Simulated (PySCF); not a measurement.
F2H4SSi2. Atoms are numbered in the order given.

```xyz
9

Si    -1.6193    -0.1827    -0.0254
F     -2.0906     0.5611     1.3428
S      0.0596     0.8288    -0.8913
Si     1.6080    -0.0643     0.2902
F      2.0073    -1.5256    -0.3036
H     -1.2565    -1.5717     0.3347
H     -2.7223    -0.1001    -1.0047
H      1.1456    -0.2700     1.6811
H      2.7873     0.8197     0.1893
```

The structure is a stationary point at TPSSh-D3(BJ)/def2-SVP. One conformer was computed; it need not be the lowest.

Method: HF/def2-TZVP (PySCF).

Isolated molecule, no solvent.

```yaml
total_energy: -1176.91911 hartree
highest_occupied_level: -11.13 eV
lowest_empty_level: 2.78 eV
orbital_gap: 13.90 eV
dipole_moment: 0.03 D
quadrupole, principal values (traceless, Buckingham form, about the centre of nuclear charge): -11.07, 0.31, 10.75 D·Å
mean_static_polarisability: 61.6 bohr³ (9.13 Å³)
polarisability_principal_values: 49.4, 60.5, 74.8 bohr³
```
